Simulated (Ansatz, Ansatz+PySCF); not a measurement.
```xyz
2

B     0.0000    0.0000   -1.1409
B     0.0000    0.0000    1.1409
```

Basis set: 6-31G (spherical functions). Correlated methods keep 2 orbitals frozen. Correlation on ROHF uses semicanonical orbitals with singles. Charge 0, multiplicity 3.

Computed with Ansatz (development build ahead of 0.2.0); each method stands on the lowest determinant of its kind that the runs found.

Q: Give the atomization energy at this shape (free ground-state atoms in the same class of orbitals less the molecule, no zero-point energy) of triplet B₂ by PBE0 (unrestricted), full CI (lowest root of this spin), ROHF-MP2, UHF-MP2, UHF-CCSD(T), UHF-CCSD, UHF, ROHF.

A:

```csv
method,atomization energy
PBE0 (unrestricted),1.86 eV
full CI (lowest root of this spin),1.41 eV
ROHF-MP2,1.08 eV
UHF-MP2,0.93 eV
UHF-CCSD(T),1.33 eV
UHF-CCSD,1.22 eV
UHF,0.64 eV
ROHF,0.42 eV
```

Caution: the shape is not the minimum. Caution for ROHF-MP2, UHF-MP2: another reference gives a lower total. Caution for ROHF-MP2, UHF-MP2, UHF-CCSD(T), UHF-CCSD, UHF, ROHF: the determinant may break the point group. Caution for UHF-MP2, UHF-CCSD(T), UHF-CCSD, UHF: the unrestricted determinant is spin contaminated.

This basis has no polarisation functions and is too small for such energies, which can lie far from measured ones in either direction.
